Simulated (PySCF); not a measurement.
Ga(OH) (GaHO), SMILES [OH][Ga] (connectivity only; charge and spin as stated), neutral, multiplicity 1. The structure is a stationary point at PBE-D3(BJ)/def2-TZVP. A frequency run showed that this geometry is not a minimum.

TDDFT-B3LYP/def2-TZVPD run with PySCF puts the lowest singlet excitations at 5.84, 5.93, 5.93, 6.08, 6.08, 6.64 eV.

Question: What are the lowest excitation roots from ADC(2)/aug-cc-pVDZ (PySCF 2.14.0)? (Estimate from the structure and the level; the computed values follow.)

Answer: 5.92, 5.92, 6.00, 6.24, 6.56, 6.56 eV. S1 differs by 0.09 eV (second minus first; roots are paired by order, and the bases may differ).
